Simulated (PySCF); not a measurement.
ethenoxysilane (C₂H₆OSi), SMILES O(C=C)[SiH3].

The structure is a stationary point at B3LYP-D3(BJ)/def2-SVP. A frequency run showed that this geometry is not a minimum. One conformer was computed; it need not be the lowest.

All values below come from TDA-ωB97X/def2-SVPD in PySCF.

Vertical excitations. Gas-phase values at a fixed geometry. State labels are in the subgroup Cs.

Q: Estimate the UV-visible absorptions. (An estimate is asked for; the answer gives what the named calculation found.)

A: 
```tsv
state	symmetry	energy (eV)	λ (nm)	f	main pairs
S1	A"	6.60	188	0.009	HOMO→LUMO 87 %
S2	A'	7.26	171	0.585	HOMO→LUMO+2 91 %
S3	A"	7.63	162	0.057	HOMO→LUMO+4 61 %, HOMO→LUMO+1 21 %
S4	A"	7.71	161	0.010	HOMO→LUMO+3 87 %
S5	A"	8.20	151	0.011	HOMO→LUMO+1 60 %, HOMO→LUMO+4 28 %
S6	A'	8.28	150	0.028	HOMO−1→LUMO 86 %
S7	A"	8.32	149	0.001	HOMO−1→LUMO+2 73 %, HOMO−3→LUMO+2 16 %
S8	A"	8.54	145	0.001	HOMO−2→LUMO 43 %, HOMO→LUMO+6 29 %, HOMO→LUMO+11 8 %
S9	A"	8.69	143	0.012	HOMO→LUMO+6 49 %, HOMO−2→LUMO 34 %
S10	A'	8.93	139	0.044	HOMO→LUMO+5 83 %
T1	A'	4.27	290	0	HOMO→LUMO+2 79 %, HOMO→LUMO+5 13 %
T2	A"	6.47	192	0	HOMO→LUMO 86 %
T3	A"	7.57	164	0	HOMO→LUMO+4 41 %, HOMO→LUMO+3 19 %, HOMO→LUMO+1 18 %, HOMO−2→LUMO 11 %
T4	A"	7.62	163	0	HOMO→LUMO+3 68 %, HOMO→LUMO+4 16 %
```
Triplets are in the Tamm–Dancoff approximation.
